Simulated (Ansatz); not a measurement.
Basis sets compared for the cluster Ge₂O₄⁺. Charge 1, multiplicity 2. Geometry PBE-D4/def2-SVP. Ansatz on 4 threads of Arm Neoverse V2 on a shared host; times are rough, and most runs start from earlier orbitals.

```xyz
6

Ge   -1.800   -0.705    0.054
Ge    0.305    1.848   -0.485
O     1.476    0.222   -0.296
O     1.117   -0.815    0.502
O     0.040   -1.520    0.072
O    -1.137    0.970    0.153
```

The structure holds 2 bonds between oxygen atoms, so isomers without such links may lie far lower. The structure comes from a short search, and lower isomers may exist.

| level | functions | energy (Eh) | HOMO (eV) | LUMO (eV) | wall time |
| --- | --- | --- | --- | --- | --- |
| PBE-D4/def2-SVP | 120 | -4452.8679 | -11.80 | -10.78 | 1.8 s |
| PBE0-D4/def2-SVP | 120 | -4452.9136 | -13.66 | -9.88 | 3 s |

(1) Estimate the rows for PBE-D4/def2-TZVP (with forces), PBE0-D4/def2-TZVP.

## Answers

(1) 
```tsv
level	functions	energy (Eh)	HOMO (eV)	LUMO (eV)	wall time
PBE-D4/def2-TZVP (with forces)	220	-4453.7584	-11.79	-10.74	4.4 s
PBE0-D4/def2-TZVP	220	-4453.8070	-13.59	-9.78	8 s
```
